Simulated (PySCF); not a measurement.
GeH2FBr, SMILES [F][GeH2][Br].

Coordinates come from a TPSSh-D3(BJ)/def2-SVP optimisation.

The numbers are results of CAM-B3LYP/def2-TZVPD in PySCF, not measurements.

Computed frontier levels, gap, dipole moment and polarisability:
- highest occupied level = -10.02 eV
- lowest empty level = -0.08 eV
- orbital gap = 9.94 eV
- dipole moment = 2.28 D
- quadrupole, principal values (traceless, Buckingham form, about the centre of nuclear charge) = -7.00, 1.90, 5.11 D·Å
- mean static polarisability = 52.3 bohr³ (7.76 Å³)
- polarisability, principal values = 45.7, 47.2, 64.2 bohr³
